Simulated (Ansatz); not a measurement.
Reaction (ligand exchange at the Si–Br bond): `N[SiH](O)Br` + HCl → `N[SiH](O)Cl` + HBr

Program: Ansatz. Geometries: PBE0-D4/def2-TZVP. ΔE: electronic, gas phase. CBS: MP2 limit from def2 TZ/QZ plus the TZ coupled-cluster correction, frozen cores. This one scheme is used for every species. DFT in def2-TZVPP. HSE06 is defined as in plane-wave codes. For Br outer-core shells are correlated without core-valence functions, which leaves a few kJ/mol of doubt a bond. Scalar relativity is left out up to krypton. One conformer a species, not always the lowest.

```
             level  ΔE (eV)
        r2SCAN0-D4    -0.06
          BHLYP-D4    -0.07
           ωB97X-V    -0.07
             HSE06    -0.06
RPA@PBE/def2-TZVPP    -0.07
    MP2/def2-TZVPP    -0.05
SCS-MP2/def2-TZVPP    -0.06
    MP2/def2-QZVPP    -0.04
```

Question: What does CCSD(T)/CBS give? (An estimate is asked.)

Answer: Ansatz gave: -0.04 eV. The listed levels differ from it by -0.02, -0.03, -0.03, -0.02, -0.03, -0.01, -0.02, 0.00 eV.

Largest T1 diagnostic among the species: 0.010.

At CCSD(T), def2-SVP lies −0.05 eV from the extrapolated value and def2-TZVPP −0.02 eV. Leaving LDA and LC-ωPBE aside and taking each functional with its dispersion term where it has one, the values, not all of them listed here, spread over 0.06 eV, from B97M-V to HSE06-D4.
